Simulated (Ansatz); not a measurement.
Basis-set extrapolation for `B1OCSS1` (PBE0-D4/def2-TZVP geometry, frozen core, Ansatz 0.2.0). Multiplicity 1, RHF reference.

|  | def2-TZVPP | def2-QZVPP |
| --- | --- | --- |
| HF | -934.363840 | -934.392679 |
| MP2 correlation | -0.837538 | -0.905118 |
| CCSD(T) correlation | -0.919988 | not run |

Energies in hartree. Use E(X) = E(∞) + A·exp(−7.88·√X) for Hartree–Fock and E(X) = E(∞) + B·X^(−2.97) for correlation, with X = 3 and 4, and add CCSD(T) minus MP2 of the smaller set to the MP2 limit.

Question: What is the CCSD(T) energy at the basis-set limit?

Answer: HF limit: -934.392679 + (-0.028839) × 0.13774 = -934.39665. MP2 limit: -0.905118 + (-0.067580) × 0.74074 = -0.95518. Higher-order term: -0.919988 − (-0.837538) = -0.08245. Total: -935.43428 hartree, 395.0 kJ/mol below CCSD(T)/def2-TZVPP.
